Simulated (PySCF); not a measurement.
Cl₃OW (SMILES [O]=[W+]([Cl])([Cl])[Cl]), charge +1, singlet, at a GFN2-xTB geometry (such geometries of metal compounds can be far from the true shape) (the multiplicity is a formal guess) (core potentials on W), with bond 5-1 at 1.6 times its length; DF-SVWN5/def2-SVP (PySCF).

The PySCF input:
```python
from pyscf import gto, scf, dft

mol = gto.Mole()
mol.atom = '''
    W     0.153257   -0.066619   -0.070020
    O     1.560623   -0.678386   -0.713011
    Cl    0.546049    0.882098    1.785123
    Cl   -0.700583    1.353971   -1.392436
    Cl   -2.087150   -2.562970    0.438234
'''
mol.basis = 'def2-svp'
mol.ecp = {'W': 'def2-svp'}
mol.charge = 1
mol.spin = 0
mol.verbose = 4
mol.build()

mf = dft.RKS(mol)
mf.xc = 'lda,vwn'
mf.diis_space = 4
mf = mf.density_fit(auxbasis='def2-universal-jkfit')
mf.kernel()
```

The log (banner, timings and long lists left out):

```
PySCF version 2.14.0

[INPUT] verbose = 4
[INPUT] num. atoms = 5
[INPUT] num. electrons = 72
[INPUT] charge = 1
[INPUT] spin (= nelec alpha-beta = 2S) = 0
[INPUT] symmetry False subgroup None
[INPUT] Mole.unit = angstrom
[INPUT] Symbol           X                Y                Z      unit          X                Y                Z       unit  Magmom
[INPUT]  1 W      0.153257000000  -0.066619000000  -0.070020000000 AA    0.289613756672  -0.125891664692  -0.132318623242 Bohr   0.0
[INPUT]  2 O      1.560623000000  -0.678386000000  -0.713011000000 AA    2.949150053697  -1.281963746739  -1.347395513802 Bohr   0.0
[INPUT]  3 Cl     0.546049000000   0.882098000000   1.785123000000 AA    1.031883060593   1.666923635027   3.373393568662 Bohr   0.0
[INPUT]  4 Cl    -0.700583000000   1.353971000000  -1.392436000000 AA   -1.323909997526   2.558634370603  -2.631322685985 Bohr   0.0
[INPUT]  5 Cl    -2.087150000000  -2.562970000000   0.438234000000 AA   -3.944141880886  -4.843311365477   0.828142238473 Bohr   0.0

nuclear repulsion = 366.365501359819
number of shells = 42
number of NR pGTOs = 189
number of NR cGTOs = 100
basis = def2-svp
ecp = {'W': 'def2-svp'}

******** <class 'pyscf.df.df_jk.DFRKS'> ********
method = DFRKS
initial guess = minao
damping factor = 0
level_shift factor = 0
DIIS = <class 'pyscf.scf.diis.CDIIS'>
diis_start_cycle = 1
diis_space = 4
diis_damp = 0
SCF conv_tol = 1e-09
SCF conv_tol_grad = None
SCF max_cycles = 50
direct_scf = False
XC library pyscf.dft.libxc version 7.1.2
    S. Lehtola, C. Steigemann, M. J. T. Oliveira, and M. A. L. Marques,  SoftwareX 7, 1–5 (2018)
XC functionals = lda,vwn
    P. A. M. Dirac,  Math. Proc. Cambridge Philos. Soc. 26, 376 (1930)
    F. Bloch,  Z. Phys. 57, 545 (1929)
    S. H. Vosko, L. Wilk, and M. Nusair,  Can. J. Phys. 58, 1200 (1980)
radial grids:
    Treutler-Ahlrichs [JCP 102, 346 (1995); DOI:10.1063/1.469408] (M4) radial grids

becke partition: Becke, JCP 88, 2547 (1988); DOI:10.1063/1.454033
pruning grids: <function nwchem_prune>
grids dens level: 3
symmetrized grids: False
atomic radii adjust function: <function treutler_atomic_radii_adjust>
small_rho_cutoff = 0
Set gradient conv threshold to 3.16228e-05
Initial guess from minao.
tot grids = 95032
init E= -1505.32900361756
  HOMO = -0.458452840746621  LUMO = -0.373687885611806  gap/eV = 2.30657
cycle= 1 E= -1516.6134151001  delta_E= -11.3  |g|= 1.38  |ddm|= 7.25
  HOMO = -0.437185487932936  LUMO = -0.297038607523405  gap/eV = 3.81359
cycle= 2 E= -1501.23651021562  delta_E= 15.4  |g|= 5.77  |ddm|= 8.84
  HOMO = -0.474501421245298  LUMO = -0.407023277774595  gap/eV = 1.83617
cycle= 3 E= -1516.80316647189  delta_E= -15.6  |g|= 1.02  |ddm|= 8.38
  HOMO = -0.432251490638953  LUMO = -0.374589114340105  gap/eV = 1.56907
cycle= 4 E= -1509.89072947888  delta_E= 6.91  |g|= 2.68  |ddm|= 4.61
  HOMO = -0.404355652270205  LUMO = -0.394866380613017  gap/eV = 0.25822
cycle= 5 E= -1516.88788732656  delta_E=   -7  |g|= 0.836  |ddm|= 3.85
  HOMO = -0.495010879655732  LUMO = -0.402065310167918  gap/eV = 2.52918
cycle= 6 E= -1516.86065760167  delta_E= 0.0272  |g|= 0.865  |ddm|= 2.04
  HOMO = -0.440328594317828  LUMO = -0.422796528014445  gap/eV = 0.47707
cycle= 7 E= -1517.09299422321  delta_E= -0.232  |g|= 0.334  |ddm|= 1.23
  HOMO = -0.428745125949039  LUMO = -0.426466109079052  gap/eV = 0.06202
cycle= 8 E= -1516.74080932181  delta_E= 0.352  |g|= 1.15  |ddm|= 1.96
  HOMO = -0.453904676001987  LUMO = -0.416273046425722  gap/eV = 1.02401
cycle= 9 E= -1517.00564611534  delta_E= -0.265  |g|= 0.62  |ddm|=    2
  HOMO = -0.406117459389188  LUMO = -0.390873047773712  gap/eV = 0.41482
cycle= 10 E= -1513.96446729422  delta_E= 3.04  |g|= 2.39  |ddm|=  3.6
  HOMO = -0.404636389041262  LUMO = -0.392183558168469  gap/eV = 0.33886
cycle= 11 E= -1515.0111163307  delta_E= -1.05  |g|= 2.15  |ddm|= 0.803
  HOMO = -0.422338775939706  LUMO = -0.40653418489604  gap/eV = 0.43006
cycle= 12 E= -1512.03586301548  delta_E= 2.98  |g|=  3.7  |ddm|= 2.43
  HOMO = -0.406010210200235  LUMO = -0.398941441861607  gap/eV = 0.19235
cycle= 13 E= -1514.63167677159  delta_E= -2.6  |g|= 2.78  |ddm|= 1.53
  HOMO = -0.271803978003765  LUMO = -0.2617136967232  gap/eV = 0.27457
cycle= 14 E= -1465.04963084328  delta_E= 49.6  |g|= 11.5  |ddm|= 12.9
  HOMO = -0.324756164856397  LUMO = -0.279438773404967  gap/eV = 1.23315
cycle= 15 E= -1515.6061333506  delta_E= -50.6  |g|= 2.14  |ddm|= 11.7
  HOMO = -0.484489062135496  LUMO = -0.454723671562623  gap/eV = 0.80996
cycle= 16 E= -1509.77063939477  delta_E= 5.84  |g|= 4.56  |ddm|= 4.97
  HOMO = -0.451322764431304  LUMO = -0.395251205777345  gap/eV = 1.52578
cycle= 17 E= -1516.8796262159  delta_E= -7.11  |g|= 0.993  |ddm|= 4.31
  HOMO = -0.412178002731183  LUMO = -0.360025460280927  gap/eV = 1.41914
cycle= 18 E= -1510.21694639337  delta_E= 6.66  |g|= 2.63  |ddm|= 4.43
  HOMO = -0.432622514388398  LUMO = -0.385876619543074  gap/eV = 1.27202
cycle= 19 E= -1516.92558791371  delta_E= -6.71  |g|= 0.769  |ddm|= 4.42
  HOMO = -0.44806911487342  LUMO = -0.429105257043503  gap/eV = 0.51603
cycle= 20 E= -1517.02611703747  delta_E= -0.101  |g|= 0.596  |ddm|= 1.32
  HOMO = -0.438072041567119  LUMO = -0.419028997368002  gap/eV = 0.51819
cycle= 21 E= -1517.10671117862  delta_E= -0.0806  |g|= 0.232  |ddm|= 0.741
  HOMO = -0.415085610853856  LUMO = -0.410424206849994  gap/eV = 0.12684
cycle= 22 E= -1517.00286752775  delta_E= 0.104  |g|= 0.568  |ddm|= 1.14
  HOMO = -0.425731929522174  LUMO = -0.419439928238112  gap/eV = 0.17121
cycle= 23 E= -1517.10811038863  delta_E= -0.105  |g|= 0.197  |ddm|= 0.887
  HOMO = -0.43064535295347  LUMO = -0.415865397458055  gap/eV = 0.40218
cycle= 24 E= -1517.11063013839  delta_E= -0.00252  |g|= 0.234  |ddm|= 0.481
  HOMO = -0.433263662022322  LUMO = -0.4240553523178  gap/eV = 0.25057
cycle= 25 E= -1517.11708399829  delta_E= -0.00645  |g|= 0.127  |ddm|= 0.493
  HOMO = -0.430811681409171  LUMO = -0.418218051882566  gap/eV = 0.34269
cycle= 26 E= -1517.11080779967  delta_E= 0.00628  |g|= 0.226  |ddm|= 0.606
  HOMO = -0.435563940493297  LUMO = -0.421069563077714  gap/eV = 0.39441
cycle= 27 E= -1517.12159792985  delta_E= -0.0108  |g|= 0.0541  |ddm|= 0.275
  HOMO = -0.427434637980906  LUMO = -0.41968763626054  gap/eV = 0.21081
cycle= 28 E= -1517.11231771901  delta_E= 0.00928  |g|= 0.163  |ddm|= 0.343
  HOMO = -0.4283235689501  LUMO = -0.417937601761905  gap/eV = 0.28262
cycle= 29 E= -1517.11230254437  delta_E= 1.52e-05  |g|= 0.141  |ddm|= 0.806
  HOMO = -0.432193790936851  LUMO = -0.420259135619547  gap/eV = 0.32476
cycle= 30 E= -1517.12336982422  delta_E= -0.0111  |g|= 0.0181  |ddm|= 0.415
  HOMO = -0.430903828827078  LUMO = -0.420413285910092  gap/eV = 0.28546
cycle= 31 E= -1517.12360882025  delta_E= -0.000239  |g|= 0.0186  |ddm|=  0.2
  HOMO = -0.431565725117218  LUMO = -0.421419096450645  gap/eV = 0.27610
cycle= 32 E= -1517.12347758743  delta_E= 0.000131  |g|= 0.0248  |ddm|= 0.0574
  HOMO = -0.430906376873154  LUMO = -0.421572393561686  gap/eV = 0.25399
cycle= 33 E= -1517.12340424163  delta_E= 7.33e-05  |g|= 0.0319  |ddm|= 0.0607
  HOMO = -0.431930645761219  LUMO = -0.421089675327287  gap/eV = 0.29500
cycle= 34 E= -1517.12358919063  delta_E= -0.000185  |g|= 0.0177  |ddm|=  0.1
  HOMO = -0.43017692799417  LUMO = -0.420819569755918  gap/eV = 0.25463
cycle= 35 E= -1517.12291841314  delta_E= 0.000671  |g|= 0.0381  |ddm|= 0.146
  HOMO = -0.430760576295617  LUMO = -0.420565862359993  gap/eV = 0.27741
cycle= 36 E= -1517.12365778148  delta_E= -0.000739  |g|= 0.0108  |ddm|= 0.206
  HOMO = -0.431548190414738  LUMO = -0.42113307019335  gap/eV = 0.28341
cycle= 37 E= -1517.12366682767  delta_E= -9.05e-06  |g|= 0.0139  |ddm|= 0.0388
  HOMO = -0.431330794344936  LUMO = -0.42115612006943  gap/eV = 0.27687
cycle= 38 E= -1517.12371120238  delta_E= -4.44e-05  |g|= 0.00599  |ddm|= 0.0147
  HOMO = -0.431272737527467  LUMO = -0.420878754430079  gap/eV = 0.28283
cycle= 39 E= -1517.123659585  delta_E= 5.16e-05  |g|= 0.00852  |ddm|= 0.0977
  HOMO = -0.430727539505759  LUMO = -0.421009543740889  gap/eV = 0.26444
cycle= 40 E= -1517.12361878714  delta_E= 4.08e-05  |g|= 0.0155  |ddm|= 0.0503
  HOMO = -0.431032471055549  LUMO = -0.420830517998441  gap/eV = 0.27761
cycle= 41 E= -1517.12371617804  delta_E= -9.74e-05  |g|= 0.00451  |ddm|= 0.0585
  HOMO = -0.431368357522597  LUMO = -0.421055130498898  gap/eV = 0.28064
cycle= 42 E= -1517.12371402458  delta_E= 2.15e-06  |g|= 0.00673  |ddm|= 0.0317
  HOMO = -0.431648158450927  LUMO = -0.421235587861265  gap/eV = 0.28334
cycle= 43 E= -1517.12367817111  delta_E= 3.59e-05  |g|= 0.011  |ddm|= 0.0349
  HOMO = -0.431113022958238  LUMO = -0.420976161200065  gap/eV = 0.27584
cycle= 44 E= -1517.12372081377  delta_E= -4.26e-05  |g|= 0.00256  |ddm|= 0.0516
  HOMO = -0.431051498020179  LUMO = -0.421091437806937  gap/eV = 0.27103
cycle= 45 E= -1517.12370707421  delta_E= 1.37e-05  |g|= 0.0072  |ddm|= 0.0358
  HOMO = -0.431155437248246  LUMO = -0.420913744314012  gap/eV = 0.27869
cycle= 46 E= -1517.12371813011  delta_E= -1.11e-05  |g|= 0.0039  |ddm|= 0.0154
  HOMO = -0.431281281069565  LUMO = -0.42103695032042  gap/eV = 0.27876
cycle= 47 E= -1517.12372352288  delta_E= -5.39e-06  |g|= 0.00319  |ddm|= 0.0296
  HOMO = -0.431290584407397  LUMO = -0.421042248096358  gap/eV = 0.27887
cycle= 48 E= -1517.12372368253  delta_E= -1.6e-07  |g|= 0.00292  |ddm|= 0.0121
  HOMO = -0.430926802842884  LUMO = -0.420950053543803  gap/eV = 0.27148
cycle= 49 E= -1517.12370411166  delta_E= 1.96e-05  |g|= 0.0064  |ddm|= 0.0314
  HOMO = -0.431171784627324  LUMO = -0.421034344976037  gap/eV = 0.27585
cycle= 50 E= -1517.12372601793  delta_E= -2.19e-05  |g|= 0.00148  |ddm|= 0.0335
SCF not converged.
SCF energy = -1517.12372601793
```

Convergence was not reached.
